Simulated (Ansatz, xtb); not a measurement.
## CH3FGa: 3 structures ranked

3 gas-phase structures of CH3FGa, found in a search over its isomers (lower ones may exist). Each was relaxed with GFN2-xTB:

A. `[CH2][GaH][F]`, a doublet
B. `F[CH2][GaH]`, a doublet
C. `[CH3][Ga][F]`, a doublet

Task: Which do you expect lowest at r2SCAN-D4/def2-SVP, and how would the others follow?

Result: Calculated order at r2SCAN-D4/def2-SVP: C (0.0), A (78.8), B (255.5) kJ/mol.

Energies above the lowest of each column, in kJ/mol; the last columns are at PBE0-D3(BJ)/def2-SVP geometries:

```
structure  GFN2-xTB  HF/STO-3G  r2SCAN-D4/def2-SVP  PBE0-D3(BJ)/def2-SVP  CCSD(T)/def2-SVP + ΔMP2/def2-TZVPP
        C       0.0        0.0                 0.0                   0.0                                 0.0
        A     195.6      126.8                78.8                 102.2                                93.1
        B     265.7      186.8               255.5                 216.3                               231.3
```

Every level run on C puts it lowest or level with the lowest. Flexible structures stand in one conformer each, not always the lowest. Open shells are spin-unrestricted, some with notable spin contamination. ΔMP2 is the change of the MP2 energy from the smaller to the larger basis.

Programs: Ansatz 0.2.0, xtb 6.7.1.
